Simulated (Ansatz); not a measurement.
`N=C1O[SiH]1O` + H₂ → `N=C1O[SiH2]1` + H₂O at 400 K and 1 bar (hydrogenolysis of the Si–O bond).

Program: Ansatz. Geometries: PBE0-D4/def2-TZVP. ΔE: electronic, gas phase. CBS: MP2 limit from def2 TZ/QZ plus the TZ coupled-cluster correction, frozen cores. This one scheme is used for every species. Each species was taken in one conformer, which may not be the lowest.

| species | CCSD(T)/CBS energy (Eh) | H − E (kJ/mol) | S (J/(mol·K)) |
| --- | --- | --- | --- |
| `N=C1O[SiH]1O` | -534.00433 | 151.9 | 338.9 |
| H₂ | -1.17544 | 38.0 | 139.0 |
| `N=C1O[SiH2]1` | -458.76323 | 129.7 | 305.8 |
| H₂O | -76.37941 | 69.8 | 198.6 |

H − E and S are ideal-gas, rigid-rotor, harmonic terms from PBE0-D4/def2-TZVP, for one conformer and one mirror image of each species. The MP2-based limit puts H₂ 0.8 mEh under its directly extrapolated value; such offsets cancel only in part. 1 Eh = 2625.50 kJ/mol, R = 8.31446 J/(mol·K).

Problem. By hand: ΔE, ΔH, ΔS and ΔG.

Solution. ΔE = (-458.76323) + (-76.37941) − (-534.00433) − (-1.17544) = 0.03713 Eh = 97.5 kJ/mol. Δ(H − E) = 129.7 + 69.8 − 151.9 − 38.0 = 9.6, so ΔH = 107.1 kJ/mol. ΔS = 305.8 + 198.6 − 338.9 − 139.0 = 26.5 J/(mol·K). ΔG = 107.1 − 400 × (26.5)/1000 = 96.5 kJ/mol.

Problem. By hand: the equilibrium constant, and the temperature at which ΔG would vanish if ΔH and ΔS stayed fixed.

Solution. log₁₀ K = −ΔG/(RT ln 10) = -12.6. ΔG = 0 at ΔH/ΔS = 4042 K, far beyond where these terms or the molecules hold.

ΔH outweighs TΔS. A doubt of 5 kJ/mol in ΔE shifts log₁₀ K by 0.7 here. Other conformers and mirror images would add mixing entropy, several J/(mol·K) or more a flexible species. These are equilibria of isolated gas molecules and say nothing of rates. Largest T1 diagnostic: 0.017 (customary marks: 0.02 for closed shells, 0.045 for open ones).
